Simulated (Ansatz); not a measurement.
System: sum formula AlO2ClH2, net charge 0, singlet state. 
Structure (B3LYP-D3(BJ)/def2-TZVP (Ansatz, a quantum-chemistry and plane-wave program) minimum search):
SMILES: [OH][Al]([OH])[Cl]
```xyz
6

O      1.3400    -1.3884    -0.0862
Al    -0.0362    -0.4126    -0.0247
O     -1.5733    -1.1005    -0.0630
Cl     0.1071     1.6688     0.1001
H      2.2354    -1.0481    -0.0676
H     -1.7190    -2.0463    -0.1196
```

Basis-set convergence of Hartree-Fock and MP2 correlation energies (hartree) with Ansatz. Cores are frozen in the correlated levels unless marked. No spin-orbit coupling. Non-relativistic.

```csv
basis,functions,E(HF),"E(corr, MP2)"
cc-pV(D+d)Z,84,-852.51981,-0.57276
cc-pV(T+d)Z,166,-852.60704,-0.74593
cc-pV(Q+d)Z,298,-852.62735,-0.81069
cc-pV(5+d)Z,492,-852.63157,-0.83777
```

Extrapolating the two largest sets (X = 4 and 5) as X^-3: E(corr) = (125·(-0.83777) - 64·(-0.81069))/61 = -0.8662 Eh, an estimate of the basis-set limit. The largest set recovers 96.7 % of it, the smallest 66.1 %.
